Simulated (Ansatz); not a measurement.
Potential energy curve for C4H14Al2O6, singlet. The Al1–O22 bond (Al1 also carries Al, O, O, O; O22 carries C) is stretched with both fragments frozen at the PBE0/def2-SVP optimised geometry. Each curve is given relative to its own lowest point near equilibrium.

```json
[
 {"R / Å": "1.41", "A": "75.2", "B": "75.2", "C": "79.5"},
 {"R / Å": "1.48", "A": "37.6", "B": "37.6", "C": "40.9"},
 {"R / Å": "1.59", "A": "7.6", "B": "7.6", "C": "9.2"},
 {"R / Å": "1.64", "A": "2.0", "B": "2.0", "C": "2.9"},
 {"R / Å": "1.70", "A": "0.0", "B": "0.0", "C": "0.0"},
 {"R / Å": "1.75", "A": "1.3", "B": "1.3", "C": "0.6"},
 {"R / Å": "1.84", "A": "8.5", "B": "8.5", "C": "6.5"},
 {"R / Å": "1.90", "A": "15.7", "B": "15.7", "C": "12.8"},
 {"R / Å": "2.07", "A": "41.7", "B": "41.7", "C": "36.4"},
 {"R / Å": "2.22", "A": "66.9", "B": "66.9", "C": "59.6"},
 {"R / Å": "2.48", "A": "108.3", "B": "108.3", "C": "97.2"},
 {"R / Å": "2.82", "A": "151.6", "B": "150.8", "C": "135.4"},
 {"R / Å": "3.13", "A": "180.2", "B": "170.6", "C": "159.5"},
 {"R / Å": "3.55", "A": "206.7", "B": "182.2", "C": "180.9"},
 {"R / Å": "4.13", "A": "228.8", "B": "187.8", "C": "197.8"},
 {"R / Å": "4.97", "A": "245.3", "B": "189.1", "C": "209.4"}
]
```

Energies in mEh.

**Question.** Which curve belongs to which method? The methods are restricted PBE/def2-SVP (Ansatz, a quantum-chemistry and plane-wave program); restricted PBE0/def2-SVP (Ansatz); unrestricted PBE0/def2-SVP (Ansatz).

**Answer.** A is RKS-PBE0; B is UKS-PBE0; C is RKS-PBE.

The restricted form behind RKS-PBE0, RKS-PBE keeps the bonding electrons paired and can't separate into open-shell fragments. The unrestricted determinant behind UKS-PBE0 is spin-contaminated at 2.82 to 4.97 Å (<S²> up to 1.0, against 0.00 for a pure singlet).
